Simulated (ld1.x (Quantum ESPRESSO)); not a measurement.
Ru, TM semilocal: configuration errors across variants

Ru (Z = 44), norm-conserving Troullier–Martins (semilocal form), made with ld1.x (Quantum ESPRESSO) 7.5 (LDA (PZ), scalar-relativistic). Core [Kr], reference 4d7 5s1 5p0. Waves: 5p (bound, empty): rc 3.55 bohr; 4d (bound): rc 1.75 bohr; 5s (bound): rc 2.55 bohr. Local part: the s channel. Core correction: Bessel-smoothed model core, default radius (core density twice the valence density).

All-electron excitation energies from the reference (eV): (1) 4d7 5s0 5p0 7.613; (2) 4d6 5s0 5p0 26.051; (3) 4d5 5s0 5p0 56.899; (4) 4d7.5 5s0.5 5p0 -0.281; (5) 4d6 5s1 5p0 10.322; (6) 4d6 5s1 5p1 5.658; (7) 4d4 5s0 5p0 101.612; (8) 4d7 5s1 5p0 spin -1.649; (9) 4d7 5s0 5p0 spin 6.365.

Spin tests fill each open shell by Hund’s rule, majority spin first.

A semilocal file is local in each channel, so a ghost entry of none says nothing of the separable form that plane-wave codes build from it.

Errors AE − PS in meV (a dash: test not solved or not reliable):

```tsv
change	(1)	(2)	(3)	(4)	(5)	(6)	(7)	(8)	(9)	bound ghosts
base	-14	-41	-300	-13	-42	-65	-1004	+43	+17	none
all radii but the core radius scaled by about 0.91 (s 2.32, p 3.24, d 1.60 bohr)	-13	-42	-302	-12	-39	-67	-1011	+39	+14	none
all radii but the core radius scaled by about 1.15 (s 2.92, p 4.08, d 2.02 bohr)	-12	-52	-330	-12	-38	-50	-1043	+52	+28	none
all radii but the core radius scaled by about 1.25 (s 3.18, p 4.42, d 2.18 bohr)	-10	-77	-392	-8.6	-26	-35	-1116	+63	+42	none
all radii but the core radius scaled by about 1.36 (s 3.46, p 4.82, d 2.38 bohr)	-9.8	-111	-464	-4.8	-12	-17	-1186	+75	+53	none
```

Question: Give the same row for: all radii but the core radius scaled by about 0.79 (s 2.00, p 2.80, d 1.38 bohr).

Answer: -8.5, -49, -329, -9.3, -20, -53, -1068, +33, +17; bound ghosts: none.
